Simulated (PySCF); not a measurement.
# Dipole response of Ne²⁺ (neon, charge +2)

[He] 2s2 2p4, high-spin 3P determinant. Calculation: PySCF 2.14, in dyall-av3z; scalar relativity by spin-free X2C-1e. Coupled (time-dependent) response in atomic units; α is the mean over directions.

```tsv
method	mean α (bohr³)	α xx, yy, zz	C₆ (like pair)	S(−4)
UHF	0.8274	0.9007, 0.6806, 0.9007	1.030	0.3554
PBE	0.8669	0.9319, 0.7370, 0.9319	1.103	0.3845
PBE0	0.8526	0.9195, 0.7187, 0.9195	1.078	0.3719
BLYP	0.8643	0.9278, 0.7372, 0.9278	1.099	0.3765
r2SCANh	0.8585	0.9324, 0.7105, 0.9324	1.097	0.3862
```

S(−4) is the Cauchy moment in α(ω) = α(0) + S(−4) ω² + …

α(iu) at BLYP:

| u (hartree) | α(iu) (bohr³) |
| --- | --- |
| 0 | 0.8643 |
| 0.0500 | 0.8633 |
| 0.100 | 0.8605 |
| 0.200 | 0.8497 |
| 0.300 | 0.8328 |
| 0.500 | 0.7862 |
| 0.750 | 0.7169 |
| 1.00 | 0.6469 |
| 1.50 | 0.5220 |
| 2.00 | 0.4221 |
| 3.00 | 0.2847 |
| 5.00 | 0.1491 |

For an ion, C₆ is the dispersion term alone; charge-induced terms of lower order in 1/R come first.

The components differ because the open shell of this determinant is not spherical; for a pure term their mean is the scalar polarisability.
